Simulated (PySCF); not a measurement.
Screening by computed properties: pick the candidate that meets the target.

Each SMILES stands for a single optimised conformer of the isolated species, non-relativistic unless stated; the electronic structure was computed with PySCF and density fitting.

Dipoles, sizes and rotational constants follow the conformer. The torsions of the flexible species, by atom-mapped SMILES:
- `[CH3:1][CH2:2][NH:3][SiH2:4][OH:5]`: C1–C2–N3–Si4 -152°, C2–N3–Si4–O5 178°, H–O5–Si4–N3 -52°
- `[CH3:1][O:2][Si@H:3]([CH3:4])[NH2:5]`: C1–O2–Si3–C4 174°, H–N5–Si3–O2 -57°, H–N5–Si3–O2 165°
- `[CH3:1][O:2][CH2:3][O:4][CH2:5][F:6]`: C1–O2–C3–O4 69°, O2–C3–O4–C5 69°, C3–O4–C5–F6 75°
- `[NH2:1][SiH2:2][CH2:3][CH2:4][OH:5]`: N1–Si2–C3–C4 -170°, Si2–C3–C4–O5 -64°, H–N1–Si2–C3 -175°, H–N1–Si2–C3 46°, H–O5–C4–C3 58°

**Question.** Wanted: HOMO energy above -10 eV (wB97X-D/def2-SVPD) and HOMO–LUMO gap above 11.3 eV (wB97X-D/def2-SVPD), at GFN2-xTB geometries. Which candidate meets both?
A. `CCN[SiH2]O`
B. `CO[Si@H](C)N`
C. `COCOCF`
D. `OCC[SiH2]N`

**Answer.** B. Computed values:
```csv
species,HOMO energy,HOMO–LUMO gap
COCOCF,-10.27 eV,12.54 eV
OCC[SiH2]N,-9.44 eV,11.23 eV
CO[Si@H](C)N,-9.24 eV,11.33 eV
CCN[SiH2]O,-8.74 eV,10.72 eV
```

**Question.** Wanted: smallest rotational constant below 2 GHz (GFN2-xTB) and dipole moment above 2.4 D (wB97X-D/def2-SVPD), at GFN2-xTB geometries. Which candidate meets both?
A. `COCOCF`
B. `CO[Si@H](C)N`
C. `CCN[SiH2]O`
D. `OCC[SiH2]N`

**Answer.** D. Computed values:
| species | smallest rotational constant | dipole moment |
| --- | --- | --- |
| CCN[SiH2]O | 1.568 GHz | 1.85 D |
| OCC[SiH2]N | 1.669 GHz | 2.72 D |
| COCOCF | 1.803 GHz | 2.13 D |
| CO[Si@H](C)N | 2.145 GHz | 1.59 D |
